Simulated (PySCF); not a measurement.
SMILES [Al]([O][Si](C)(OB(O)O)C)([OH])[OH], GFN2-xTB optimised geometry.

```
21

B     -0.35     0.53     0.00
O     -1.09    -0.66     0.01
O     -1.11     1.66     0.00
O      0.96     0.53     0.00
Si     2.04    -0.75    -0.03
C      3.03    -0.53    -1.64
C      3.10    -0.55     1.54
O      1.19    -2.11    -0.01
Al    -0.50    -2.48    -0.07
O     -1.17    -3.11     1.31
O     -1.12    -2.84    -1.56
H     -2.04    -0.53    -0.01
H     -0.61     2.48    -0.01
H      3.82    -1.27    -1.70
H      3.49     0.45    -1.69
H      2.40    -0.65    -2.52
H      2.50    -0.65     2.44
H      3.88    -1.30     1.57
H      3.57     0.43     1.56
H     -1.06    -3.43     2.19
H     -1.20    -3.42    -2.31
```

Density from PBE0/def2-SVP (PySCF) at that geometry.

Minimum of the electron density along straight lines between bonded atoms, close to the bond critical point (lines longer than 1.1 times the sum of covalent radii, or with two minima, are not listed):

```csv
bond,length / Å,ρ at the minimum / e bohr⁻³,∇²ρ there / e bohr⁻⁵,position (fraction from the first atom)
B1–O2,1.399,0.179,0.95,0.33
B1–O3,1.360,(withheld),1.08,0.33
B1–O4,1.316,0.227,1.30,0.33
O4–Si5,1.682,0.111,0.87,0.59
Si5–C6,1.900,0.114,0.30,0.38
Si5–C7,1.900,0.114,0.30,0.38
Si5–O8,1.596,(withheld),1.23,0.41
O2–Al9,1.922,0.052,0.40,0.58
O8–Al9,1.733,0.089,(withheld),0.57
Al9–O10,1.659,0.103,1.02,0.43
Al9–O11,1.658,0.103,1.01,0.43
O2–H12,0.960,0.351,-2.66,0.83
O3–H13,0.956,0.357,-2.53,0.82
C6–H14,1.084,0.272,-0.97,0.62
C6–H15,1.085,0.271,-0.96,0.62
C7–H17,1.086,0.271,-0.96,0.62
C7–H18,1.084,0.272,-0.97,0.62
C7–H19,1.085,0.272,-0.96,0.62
O10–H20,0.943,0.365,-2.58,0.82
O11–H21,0.943,0.365,-2.58,0.82
```

Problem. Complete the blanks.

Solution. 
- B1–O3, ρ at the minimum / e bohr⁻³: 0.207
- Si5–O8, ρ at the minimum / e bohr⁻³: 0.140
- O8–Al9, ∇²ρ there / e bohr⁻⁵: 0.78
